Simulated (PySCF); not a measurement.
Spin states and ions at one geometry of [TaO2(OH)2]−

PySCF 2.14.0, RKS TPSS, Ta def2-SVP with ECP60, O def2-SVP, H def2-SVP; non-relativistic Hamiltonian with scalar-relativistic core potentials where named; density fitting; no spin-orbit coupling; singlets restricted, open shells unrestricted. The geometry is relaxed for charge -1, singlet, vacuum:

```xyz
7

Ta    0.0000    0.0000   -0.1809
O     0.8766    1.1866    0.8440
O    -0.8766   -1.1866    0.8440
O     1.3051   -1.0198   -1.3060
H     1.1909   -1.9847   -1.2777
O    -1.3051    1.0198   -1.3060
H    -1.1909    1.9847   -1.2777
```

Energies count from the relaxed state; an electron taken off or put on is at rest in vacuum. Charges and spins are Mulliken's.

```json
{"state": "charge -1, singlet, vacuum", "energy (eV)": "0.00", "spin squared": "0.00", "charge on Ta1 (e)": "0.63", "spin on Ta1 (e)": "0.00", "dipole about the centre of mass (D)": "3.07"}
{"state": "charge 0, doublet, vacuum", "energy (eV)": "3.84", "spin squared": "0.77", "charge on Ta1 (e)": "0.99", "spin on Ta1 (e)": "-0.14", "dipole about the centre of mass (D)": "1.02"}
```

Q: What does the state charge -1, triplet, vacuum give?

A: energy (eV) 4.70, spin squared 2.01, charge on Ta1 (e) 0.19, spin on Ta1 (e) 0.78, dipole about the centre of mass (D) 0.63.

With an electron taken off (doublet) the charges change, summed by element, by Ta +0.36 e, O +0.56 e, H +0.08 e. The vertical ionisation energy is 3.84 eV, against −ε(HOMO) = 0.54 eV of the relaxed state. The level lies 3.3 eV too high, as is usual for semilocal functionals and global hybrids, which keep a self-interaction error.

Open shells may have lower solutions than those found.

No frequency check is given that shows the relaxed geometry to be a minimum.
